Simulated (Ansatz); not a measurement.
Si3Ni. Charge 0, multiplicity 3. Geometry r2SCAN-D4/def2-SVP; atoms count from 1.

```xyz
4

Ni    0.5118    0.5811   -1.0295
Si   -0.5629   -0.6391    1.1324
Si   -0.3718    1.5847    0.6292
Si    0.4229   -1.5267   -0.7320
```

At PBE0-D4/def2-TZVP a singlet of charge 0 lies 0.31 eV below the triplet, each at its own geometry. The structure comes from a short search, and lower isomers may exist.

**Question.** Estimate the Mulliken populations from the PBE0/def2-TZVP orbitals of Ansatz.

**Answer.** 
```csv
atom,charge (e),spin (α − β),d electrons
Ni1,0.13,1.31,8.71
Si2,0.01,0.57,–
Si3,-0.07,0.06,–
Si4,-0.07,0.06,–
```
Mulliken values and Mayer orders depend strongly on the basis.

**Question.** Where does the spin sit?

**Answer.** Summed by element: Ni 1.31, Si 0.69, of 2 unpaired in all. Largest on single atoms: Ni1 1.31, Si2 0.57, Si3 0.06.

**Question.** And the Mayer bond orders between bonded heavy atoms (over 0.3)?

**Answer.** Ni1–Si2 0.50 (2.71 Å); Ni1–Si3 1.09 (2.13 Å); Ni1–Si4 1.09 (2.13 Å); Si2–Si3 1.30 (2.29 Å); Si2–Si4 1.30 (2.29 Å). Values over 0.3 also appear between atoms too far apart for a bond (Si3–Si4 0.63 at 3.49 Å); they arise where an orbital or an unpaired electron spreads over both atoms.
